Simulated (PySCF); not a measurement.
C4H10Te, SMILES CC(C)(C)[TeH].

Coordinates come from a PBE-D3(BJ)/def2-SVP optimisation. The def2 effective core potentials stand for the cores of Te; spin–orbit coupling is left out.

Two levels are set side by side: PBE/def2-TZVP (PySCF) and r2SCAN/def2-TZVP (PySCF). Same geometry, gas phase. Differences are taken from unrounded values.

```tsv
quantity	r2SCAN
orbital gap (eV)	3.72
highest occupied level (eV)	-5.17
lowest empty level (eV)	-1.45
dipole moment (D)	1.69
mean polarisability (bohr³)	91.5
```

### Question
What does PBE give, and how far is it from r2SCAN? (An estimate is asked for; the answer gives what the named calculation found.)

### Answer

| quantity | PBE | PBE minus r2SCAN |
|---|---|---|
| orbital gap (eV) | 3.31 | -0.41 |
| highest occupied level (eV) | -4.95 | 0.22 |
| lowest empty level (eV) | -1.64 | -0.19 |
| dipole moment (D) | 1.57 | -0.12 |
| mean polarisability (bohr³) | 93.5 | 2.0 |

Rough cost on one machine, each run with all the roots and properties that it gave: r2SCAN against PBE about 3 times.
